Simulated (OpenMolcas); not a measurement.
# Levels of F⁵⁺ by method

```json
{
 "Program": "OpenMolcas 26.06",
 "Basis": "ANO-RCC-VTZP [4s3p2d1f]",
 "Scalar Hamiltonian": "DKH2, point nucleus",
 "Active space": "2 electrons in 4 orbitals (2s 2p)",
 "State averaging": "2S+1 = 3 even, 3 roots; 2S+1 = 1 even, 7 roots (6 in the spin-orbit step); 2S+1 = 3 odd, 3 roots; 2S+1 = 1 odd, 3 roots",
 "Spin-orbit coupling": "RASSI with atomic mean-field integrals over the reference wave functions, term energies averaged over their components"
}
```

Methods on the same reference wave functions:
A. CASSCF
B. SS-CASPT2, IPEA 0.25 Eh, imaginary shift 0.1 Eh (closed shells correlated: 1s)
C. XMS-CASPT2, IPEA 0.25 Eh, imaginary shift 0.1 Eh (closed shells correlated: 1s)

Energies in cm-1 above 2s2 1S0, the measured ground level; measured values from Moore, Atomic Energy Levels, vol. I, NSRDS-NBS 35 (1971 reprint of NBS Circular 467, 1949).

| Level | A | B | C | Measured |
| --- | --- | --- | --- | --- |
| 2s2 1S0 | 0.0 | 0.0 | 0.0 | 0.0 |
| 2s 2p 3P* 0 | 97468 | 96718 | 96762 |  |
| 2s 2p 3P* 1 | 97745 | 96995 | 97039 | 96861 |
| 2s 2p 3P* 2 | 98303 | 97553 | 97597 | 97437 |
| 2s 2p 1P* 1 | 199267 | 189909 | 189457 |  |
| 2p2 3P0 | 253589 | 252180 | 252228 |  |
| 2p2 3P1 | 253863 | 252455 | 252502 | 251635 |
| 2p2 3P2 | 254407 | 252998 | 253045 | 252145 |

Deviations, from unrounded energies. A percentage is the sum of absolute deviations over the sum of measured energies, with the sign that they share, or ± where signs differ.

| Against measurement | Levels | A | B | C |
| --- | --- | --- | --- | --- |
| mean absolute deviation (cm-1) | 4 | 1600 | 480 | 530 |
| other configurations (%) | 4 | +0.9 | +0.3 | +0.3 |

B lies closest to measurement on these levels and A furthest from it. The largest miss of B in the table is 2p2 3P2, by +850 cm-1. The ranking rests on the paired levels alone, and a cruder setting can come out closer through cancelling errors.

Between B and C the level of the table that moves most is 2s 2p 1P* 1, by 450 cm-1 (lowest in C, highest in B).

The lowest spin-free term lies below A's lowest term by 0.006 hartree in B, 0.007 hartree in C.

Measured partners are found by configuration, term and J. A level has none where our copy of the source lacks it or the pairing is in doubt (some pairs that miss far off the trend of their configuration count as doubtful), and it then counts in no deviation. Levels of configurations outside the active space are missing. Levels that lie high or do not pair safely by name in every column are left out.

* marks odd parity.
